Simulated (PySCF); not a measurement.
These are PBE-D3(BJ)/def2-TZVP // PBE-D3(BJ)/def2-SVP (PySCF) values and carry that method's errors. All species are isolated molecules in the gas phase. One relaxed conformer stands for a flexible species; it need not be the lowest. 

Reference species (SMILES): `C[O][Sn]([O]C)([O]C)[O]C` (neutral, multiplicity 1).

| Item | Result |
|---|---|
| LUMO | -2.97 eV |
| HOMO–LUMO gap | 3.36 eV |
| S1 oscillator strength | 0.000 |

Changed species: `[I][Sn]([I])([I])[I]` (4 of 4 OCH3 replaced by I; the reference has 0 of 4 OCH3 replaced by I).

Task: Predict the effect on the LUMO, HOMO–LUMO gap and S1 oscillator strength.

Result: the LUMO drops by 1.64 eV, to -4.61 eV; the HOMO–LUMO gap decreases by 1.19 eV, to 2.17 eV; the S1 oscillator strength hardly moves.
